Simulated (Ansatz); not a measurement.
Correlation energies of CAlF2N, SMILES `N#[C][Al]([F])[F]` by basis set

```xyz
5

N     2.222    0.594    0.623
C     1.147    0.307    0.321
Al   -0.629   -0.168   -0.176
F    -1.162    0.200   -1.668
F    -1.579   -0.933    0.900
```

The species carries charge 0 and has multiplicity 1. All single points use the PBE0-D4/def2-TZVP geometry. Frozen core, restricted reference, the Gaussian-basis code of Ansatz. CBS rows extrapolate triple and quadruple zeta; past MP2 they add the triple-zeta difference.

```tsv
basis	HF (Eh)	MP2 corr.
def2-SVP	-532.96198	-0.70035
def2-TZVPP	-533.41925	-0.89929
def2-QZVPP	-533.44028	-0.97623
```

**Question.** Estimate the CCSD correlation energy and the (T) correction in each basis where they were run (hartree).

**Answer.** 
| basis | CCSD corr. | (T) |
| --- | --- | --- |
| def2-SVP | -0.70820 | -0.01842 |
| def2-TZVPP | -0.89924 | -0.03430 |
| CBS(def2) | -1.03316 | as TZ |
